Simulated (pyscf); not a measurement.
Single points on ωB97X-D3(BJ)/def2-SVP structures (PySCF, gas phase).

Problem. What is the homolytic dissociation enthalpy (298 K, ωB97M-D3(BJ)/def2-TZVP) of the C–C bond of F–CH(F)–C(F)(F)–Cl (SMILES FC(F)C(F)(F)Cl), to F–CH•–F + F–C•(F)–Cl?

Solution. C–C to F–CH•–F + F–C•(F)–Cl: 379.5 kJ/mol. The 7 functionals that were run give +344.8 (r²SCAN) to +381.1 kJ/mol (M06-2X). F–CH(F)–C(F)(F)–Cl lies 21.1 kJ/mol over its isomer F–CH(Cl)–C(F)(F)–F, and others may lie lower still (electronic energy, ωB97M-D3(BJ)).
